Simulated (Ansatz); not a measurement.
`C[SiH](C)Br` + `[OH][Ge][F]` → `C[O][Ge][F]` + `C[SiH2]Br` at 400 K and 1 bar (substitution at a C–Si bond).

Program: Ansatz. Geometries: PBE0-D4/def2-TZVP. ΔE: electronic, gas phase. CCSD(T)/CBS is the MP2 limit (def2-TZVPP, def2-QZVPP) plus CCSD(T) − MP2 in def2-TZVPP, frozen cores. For Br, Ge outer-core shells are correlated without core-valence functions, which leaves a few kJ/mol of doubt a bond. Scalar relativity is left out up to krypton. One conformer a species, not always the lowest.

```
      species  CCSD(T)/CBS energy (Eh)  H − E (kJ/mol)  S (J/(mol·K))
`C[SiH](C)Br`              -2942.79434           251.7          380.7
`[OH][Ge][F]`              -2251.74560            59.1          297.8
`C[O][Ge][F]`              -2290.98541           140.3          344.7
  `C[SiH2]Br`              -2903.51417           168.6          335.0
```

H − E and S are ideal-gas, rigid-rotor, harmonic terms from PBE0-D4/def2-TZVP, for one conformer and one mirror image of each species. 1 Eh = 2625.50 kJ/mol, R = 8.31446 J/(mol·K).

Task: By hand: ΔE, ΔH, ΔS and ΔG.

Result: ΔE = (-2290.98541) + (-2903.51417) − (-2942.79434) − (-2251.74560) = 0.04036 Eh = 106.0 kJ/mol. Δ(H − E) = 140.3 + 168.6 − 251.7 − 59.1 = -1.9, so ΔH = 104.1 kJ/mol. ΔS = 344.7 + 335.0 − 380.7 − 297.8 = 1.2 J/(mol·K). ΔG = 104.1 − 400 × (1.2)/1000 = 103.6 kJ/mol.

Task: By hand: the equilibrium constant, and the temperature at which ΔG would vanish if ΔH and ΔS stayed fixed.

Result: log₁₀ K = −ΔG/(RT ln 10) = -13.5. ΔG = 0 at ΔH/ΔS = 86750 K, far beyond where these terms or the molecules hold.

The number of gas molecules stays the same, so ΔS is small and ΔH decides. A doubt of 5 kJ/mol in ΔE shifts log₁₀ K by 0.7 here. Other conformers and mirror images would add mixing entropy, several J/(mol·K) or more a flexible species. These are equilibria of isolated gas molecules and say nothing of rates. Largest T1 diagnostic: 0.015 (customary marks: 0.02 for closed shells, 0.045 for open ones).
